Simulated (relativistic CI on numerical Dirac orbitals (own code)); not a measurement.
## Hyperfine structure of Pr XXXV, mass number 141

Method of calculation: Dirac-Coulomb-Breit CI, separate exchange-only KLI orbitals for each configuration, model QED (radiative potential, 1s self-energy scaled to tabulated hydrogen-like ionisation energies), unscaled Slater integrals (own radial code, finite nucleus).

Configurations in the expansion (outside the closed core [Ne]): 3s2 3p6 3d7, 3s2 3p5 3d8, 3s2 3p4 3d9, 3s 3p6 3d8, 3p6 3d9, 3s 3p5 3d9, 3s2 3p6 3d6 4s, 3s2 3p6 3d6 4p, 3s2 3p6 3d6 4d, 3s2 3p4 3d8 4s, 3s2 3p4 3d8 4p, 3s2 3p5 3d7 4s, 3s2 3p6 3d6 4f, 3s2 3p5 3d7 4p, 3s2 3p6 3d5 4s2, 3s 3p6 3d7 4s. Levels of other configurations are missing.

Nuclear spin I = 5/2, μ = 4.266 μN, Q = -0.0589 b (tables of Stone and Pyykkö). The electronic factors are computed for point nuclear moments, without core polarisation or the Bohr-Weisskopf and QED corrections.

| Level | E (cm⁻¹) | A (MHz) | B (MHz) |
| --- | --- | --- | --- |
| 3s2 3p6 3d7 4F_9/2 | 0 | 29010 | -469 |
| 3s2 3p6 3d7 4F_7/2 | 160773 | 32160 | -591 |
| 3s2 3p6 3d7 4P_5/2 | 226928 | 14300 | 1470 |
| 3s2 3p6 3d7 4P_1/2 | 241986 | -13430 |  |
| 3s2 3p6 3d7 2H_11/2 | 262437 | 40850 | 3180 |
| 3s2 3p6 3d7 2G_7/2 | 287208 | 45960 | 401 |
| 3s2 3p6 3d7 2F_5/2 | 333478 | 45010 | -191 |
| 3s2 3p6 3d7 2P_1/2 | 423963 | -22150 |  |

Levels with J = 0, under 50 % of one LS term, or S terms without an open s electron are left out. Small factors come from cancelling terms and can be off by tens of per cent or more.

At this charge energies of transitions that change n are usually good to better than 1 %, and those within a shell (Δn = 0) to a few per cent. Terms inside the open d or f shell come out 10 to 20 % too wide with unscaled integrals.

Task: Give the hyperfine levels of 3s2 3p6 3d7 4F_9/2 relative to its centre of gravity.

Result: With K = F(F + 1) − I(I + 1) − J(J + 1), E = AK/2 + B[¾K(K + 1) − I(I + 1)J(J + 1)]/[2I(2I − 1)J(2J − 1)]: F = 2: -399100, F = 3: -311900, F = 4: -195800, F = 5: -50630, F = 6: 123400, F = 7: 326200 MHz.

LS names give the leading component of a level, which can be under half, so a name can repeat, a term be missing and a line seem to break the LS rules.
